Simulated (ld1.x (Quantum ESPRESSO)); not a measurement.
# Ranking TM potentials for Os

All share these settings but for the change named:

osmium (Os), norm-conserving Troullier–Martins (Kleinman–Bylander form), made with ld1.x (Quantum ESPRESSO) 7.5 (LDA (PZ), scalar-relativistic). Core [Kr] 4d10 4f14, reference 5s2 5p6 5d6 6s0 6p0 (charge +2). Waves: 5s (bound): rc 1.25 bohr; 5p (bound): rc 1.95 bohr; 5d (bound): rc 1.90 bohr. Local part: all-electron potential smoothed inside 1.25 bohr (lloc = -1). Core correction: a·sin(br)/r model core inside 0.85 bohr.

Cutoff: the first of the cutoffs (Ry, on a coarse ladder) from which the occupation-weighted sum of valence levels, in a spherical-Bessel basis at the reference potential, stays within 10 and 1 mRy of its value at 400 Ry; the density cutoff is not measured.

The base gives 100 Ry.

Of 7 variants that were run, those that failed, showed a ghost or another fault, or gave nearly equal values are left out.

A variant can come out equal or close to the base.

(1) Rank these variants from softest to hardest (loose cutoff).
A. wave 5s (bound): rc 1.25 bohr becomes 5s (bound): rc 0.98 bohr
B. all radii but the core radius scaled by about 1.26 (s 1.58, p 2.46, d 2.40 bohr); local potential all-electron potential smoothed inside 1.58 bohr (lloc = -1)
C. functional PW91

Results:

(1) B (55 Ry), C (100 Ry), A (120 Ry).
